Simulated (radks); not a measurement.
Ionisation of the germanium ion Ge+, [Ar] 3d10 4s2 4p1, to [Ar] 3d10 4s2 as the strength of local exchange is varied. Calculated with a radial shooting solver on a logarithmic mesh with Libxc functionals: scalar-relativistic Kohn-Sham, Slater X-alpha exchange (alpha = 2/3 is LDA exchange), no correlation, spin-polarised, spherical densities, finite nucleus; open shells are filled with parallel spins first; Fermi nuclear charge, rms radius 4.0742 fm.

| alpha | E(Ge+) (hartree) | exchange (hartree) | IE (eV) | -e of the level emptied (eV) | <r> of it (bohr) |
|---|---|---|---|---|---|
| 0.667 | -2092.84034 | -73.47288 | 14.871 | 10.890 (4p) | 2.575 |
| 0.67 | -2093.17113 | -73.81502 | 14.900 | 10.918 (4p) | 2.573 |
| 0.78 | -2105.33626 | -86.43165 | 15.989 | 11.981 (4p) | 2.493 |
| 0.799 | -2107.44463 | -88.62500 | 16.180 | 12.170 (4p) | 2.480 |
| 1.02 | -2132.12185 | -114.44150 | 18.493 | 14.458 (4p) | 2.339 |

NIST Atomic Spectra Database: 15.935 eV (measured). The Delta-SCF value meets it near alpha = 0.77. Open shells are spherical and high-spin; term and fine-structure splittings are not resolved.
